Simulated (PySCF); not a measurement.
Cartesian coordinates (Å):
```xyz
6

Sc    -0.0423    -0.0419    -0.0461
Cl    -0.3544     1.7218    -1.5293
O      0.3171    -1.7325    -0.6824
H      0.5087    -2.6554    -0.8667
O     -0.1529     0.2461     1.7696
H     -0.1811     0.2480     2.7297
```
Charge 0, multiplicity 1.

**Question.** What is the computed HOMO–LUMO gap, LUMO, HOMO, charge on the central atom (Mulliken), total energy, charge on the central atom (meta-Löwdin) and dipole moment (TPSSh-D3(BJ)/def2-TZVP // r2SCAN-D4/def2-SVP (PySCF))?

**Answer.** 
```
Quantity                                         Value
----------------------------------------  ------------
HOMO–LUMO gap                                  5.26 eV
LUMO                                          -2.30 eV
HOMO                                          -7.56 eV
charge on the central atom (Mulliken)           1.38 e
total energy                              -37358.33 eV
charge on the central atom (meta-Löwdin)        1.32 e
dipole moment                                   3.91 D
```
